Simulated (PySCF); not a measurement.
C4H7Al.
Bonds: C1–C2, C2–C3 (triple), C3–Al4, Al4–C5. Hydrogens: H6, H7, H8 on C1; H9 on Al4; H10, H11, H12 on C5.

Theory: delta-SCF UKS SCAN, pcX-2 on the ionised atom, pcseg-1 elsewhere, spin-free X2C in PySCF 2.14.0. Binding energies are ΔSCF values: E(core-ionised, relaxed orbitals) − E(ground state) at a fixed geometry, referred to the vacuum level.

Some binding energies are withheld.

```tsv
atom(s)	bonded to	level	binding energy (eV)
C1	C and 3 H	C 1s	291.62
C2	C (triple bond) and C	C 1s	290.20
C3	C (triple bond) and Al	C 1s	?
C5	3 H and Al	C 1s	289.60
Al4	2 C and H	Al 1s	?
```

Fill in C 1s for C3.

289.11 eV (alkyne carbon). The nearest listed C 1s value is that of C5; the shift against it is -0.49 eV.

Fill in Al 1s for Al4.

1566.53 eV (aluminium bonded to 2 C and H).

The listed C 1s values span 2.51 eV, from C3 (bonded to C (triple bond) and Al) to C1 (bonded to C and 3 H). The widest gap between neighbouring values is 1.42 eV, between 290.20 and 291.62 eV. Summing the Pauling electronegativity differences to the bonded atoms, each weighted by its formal bond order, gives -0.94 for the lowest site and -1.05 for the highest; the largest sum, 0.00, belongs to C2, 1.42 eV below the top. The smallest sum, -1.99, belongs to C5, 0.49 eV above the lowest.

Which photon energy gives electrons from C 1s of C3 a kinetic energy of 150 eV, and what is their de Broglie wavelength?

hν = 289.11 + 150 = 439.11 eV, recoil neglected; λ = 12.264 Å/√(E/eV) = 1.00 Å.

Spin contamination (⟨S²⟩ against 0.75 for a pure doublet) is marked for C 1s of C2 (0.87), which makes this value less certain. Geometry: PBE0-D3(BJ)/def2-SVP; no solvent, vibrations or thermal averaging.
